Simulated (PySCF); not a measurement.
A GIAO shielding run with PySCF 2.14.0 with density-fitted response routines (density fitting, non-relativistic, gas phase) on SMILES C#CCN[Si@H](F)C(F)(F)F, C$_{4}$H$_{5}$F$_{4}$NSi:

```
$ OMP_NUM_THREADS=1 python probes_run.py task.json out

{"job": {"kind": "nmr", "xc": "PBE0", "basis": "pcSseg-1"}, "charge": 0, "multiplicity": 1}
C      3.385149    -0.524354    -0.503439
C      2.478882    -0.248552     0.227834
C      1.345693     0.041562     1.087152
N      0.093642    -0.503229     0.572784
Si    -0.921752     0.343699    -0.494585
F     -1.229668     1.757242     0.197244
C     -2.576750    -0.664911    -0.474816
F     -3.340832    -0.450670     0.608766
F     -3.351079    -0.388973    -1.542165
F     -2.364018    -2.001668    -0.514914
H      4.198214    -0.747522    -1.128063
H      1.229844     1.123775     1.179601
H      1.530423    -0.377634     2.082523
H      0.106335    -1.514293     0.553082
H     -0.588496     0.657863    -1.872916
```

Hardware: 1 thread of an Arm Neoverse N1, shared host. The job also computes population analyses, field gradients.

Question: How large is the calculation?

Answer: 86 electrons, 202 basis functions and 1067 auxiliary functions.

Question: How long does it take, and how much memory does it need?

Answer: 64 s of wall time, with 15 SCF cycles and 5 response iterations; peak memory 0.88 GiB. Times on a shared host scatter by some tens of per cent.
